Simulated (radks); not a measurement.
Results of a calculation; reference values are marked as such.
The aluminium ion Al12+, configuration 1s1. Level of theory: non-relativistic Kohn-Sham, SOGGA, spin-unpolarised, spherical densities, point nucleus; without spin polarisation the odd electron is poorly described (a radial shooting solver on a logarithmic mesh with Libxc functionals).

Normalised radial functions P(r) = r R(r), r in bohr:

r,1s,2p
0.00561,0.4867,0.0035
0.006176,0.5318,0.0043
0.006744,0.5764,0.0051
0.007423,0.6289,0.0061
0.008171,0.6856,0.0074
0.008923,0.7414,0.0088
0.009822,0.8066,0.0106
0.01081,0.8765,0.0127
0.0119,0.9512,0.0153
0.013,1.0240,0.0181
0.01431,1.1081,0.0217
0.01575,1.1971,0.0261
0.0172,1.2828,0.0308
0.01893,1.3805,0.0369
0.02083,1.4824,0.0442
0.02293,1.5878,0.0528
0.02504,1.6869,0.0622
0.02757,1.7969,0.0741
0.03035,1.9078,0.0882
0.03314,2.0090,0.1033
0.03648,2.1174,0.1224
0.04015,2.2221,0.1449
0.0442,2.3207,0.1710
0.04826,2.4038,0.1986
0.05312,2.4841,0.2333
0.05848,2.5509,0.2731
0.06386,2.5978,0.3145
0.07029,2.6306,0.3657
0.07737,2.6417,0.4234
0.08517,2.6286,0.4880
0.093,2.5935,0.5535
0.1024,2.5289,0.6316
0.1127,2.4362,0.7166
0.1231,2.3268,0.7999
0.1355,2.1824,0.8957
0.1491,2.0145,0.9952
0.1641,1.8272,1.0964
0.1792,1.6427,1.1884
0.1973,1.4334,1.2848
0.2172,1.2222,1.3735
0.2371,1.0328,1.4443
0.261,0.8368,1.5059
0.2873,0.6575,1.5467
0.3163,0.4994,1.5623
0.3454,0.3757,1.5518
0.3802,0.2649,1.5112
0.4185,0.1786,1.4399
0.457,0.1192,1.3489
0.503,0.0728,1.2252
0.5537,0.0419,1.0815
0.6095,0.0226,0.9251
0.6656,0.0121,0.7779
0.7326,0.0056,0.6210
0.8064,0.0024,0.4757
0.8806,0.0010,0.3579
0.9694,0.0004,0.2502
1.067,0.0001,0.1656
1.175,0.0000,0.1032
1.283,0.0000,0.0631
1.412,0.0000,0.0344

1s: eigenvalue -2188.2 eV, 0 radial nodes, <r> = 0.116 bohr, 90 % of the charge inside 0.207 bohr. 2p (empty): eigenvalue -512.23 eV, 0 radial nodes, <r> = 0.399 bohr, 90 % of the charge inside 0.640 bohr.
